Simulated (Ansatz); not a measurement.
A nudged elastic band was laid between two geometries of CH6AlNS (10 atoms, charge 0, multiplicity 1).

Computed with RKS PBE-D4/def2-SVP (Ansatz 0.2.0).

- movable images: 9
- climbing image: yes
- spring: 5.0 eV/Å²
- optimiser: quadratic models (default)
- start path: IDPP
- force threshold: 0.05 eV/Å
- iteration limit: 60
- end points: relaxed

Initial state:

```xyz
10
Properties=species:S:1:pos:R:3
C -1.396 1.047 0.165
Al 0.268 0.063 -0.143
N 0.533 -1.587 0.485
S 1.880 1.021 -1.322
H -1.986 1.124 -0.773
H -1.191 2.085 0.502
H -2.039 0.563 0.927
H -0.154 -2.102 1.041
H 1.366 -2.164 0.353
H 2.718 -0.050 -1.235
```

Final state:

```xyz
10
Properties=species:S:1:pos:R:3
C -1.190 0.960 0.097
Al 0.394 -0.181 -0.094
N 0.500 -1.797 0.654
S 2.170 0.439 -1.264
H -1.728 1.057 -0.869
H -0.916 1.986 0.419
H -1.907 0.553 0.840
H -0.233 -2.222 1.226
H 1.293 -2.437 0.577
H 1.617 1.641 -1.588
```

Q: What changes between the two ends?

A: No bond is made or broken. The dihedral N3–Al2–S4–H10 goes from 0 to -180°.

Q: Give the energies along the band, and the barrier.

A: The forces met the threshold. The highest image is number 5 of 0 to 10, 0.119 eV above the first end and 0.131 eV above the last; the last end lies 0.012 eV below the first. A vibrational analysis at the climbing image gives one clearly imaginary mode, 192i cm⁻¹: a first-order saddle point.

| image | path coordinate (Å) | energy (eV) | dihedral N3–Al2–S4–H10 (°) |
| --- | --- | --- | --- |
| 0 | 0.00 | 0.000 | 0 |
| 1 | 0.32 | 0.008 | 14 |
| 2 | 0.64 | 0.034 | 30 |
| 3 | 0.97 | 0.073 | 49 |
| 4 | 1.29 | 0.106 | 67 |
| 5 | 1.61 | 0.119 | 85 |
| 6 | 1.99 | 0.104 | 106 |
| 7 | 2.37 | 0.065 | 126 |
| 8 | 2.74 | 0.021 | 147 |
| 9 | 3.12 | -0.008 | 167 |
| 10 | 3.50 | -0.012 | -180 |

Q: What is the geometry of the highest image?

A: 
```xyz
10
Properties=species:S:1:pos:R:3
C -1.410 0.836 -0.249
Al 0.376 0.088 0.042
N 0.610 -1.333 1.093
S 2.220 0.948 -0.888
H -1.727 0.687 -1.303
H -1.414 1.932 -0.071
H -2.179 0.376 0.406
H -0.135 -1.838 1.580
H 1.518 -1.752 1.308
H 2.144 0.056 -1.918
```

Q: What are the harmonic wavenumbers there?

A: 192i, 85, 151, 173, 181, 403, 416, 430, 569, 585, 625, 648, 716, 822, 1164, 1374, 1377, 1471, 2601, 2966, 3058, 3073, 3493, 3588 cm⁻¹.

Time of the run: 68 s on 2 threads of Arm Neoverse V2, with other jobs on the host, peak memory 0.12 GiB.
